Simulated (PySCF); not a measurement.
Computed IR spectrum (relative IR intensity) of a molecule CH8FNSi2. The structure is a stationary point at PBE-D3(BJ)/def2-SVP. The values are those of a single conformer. Method: PBE-D3(BJ)/def2-SVP run with PySCF. Frequencies are harmonic and unscaled.

Lines under 2 % of the strongest are left out, and lines within 2 cm⁻¹ are merged.

```
ν (cm⁻¹)  relative intensity
--------  ------------------
237                      4.3
268                      9.9
307                      9.2
400                       47
432                       14
482                      3.0
501                      8.2
669                       14
752                      4.8
803                      100
827                       40
865                      4.4
888                      9.4
904                       18
907                       41
1219                      10
1493                      16
2143                      20
2155                      31
2162                      31
3483                     6.8
3581                     8.2
```

Question: Which structure fits?
A) N[Si@H]([SiH3])CF
B) C[Si@@H](F)[SiH2]N
C) CN([SiH3])[SiH2]F
D) C[Si@@](N)(F)[SiH3]

Answer: D, C[Si@@](N)(F)[SiH3]
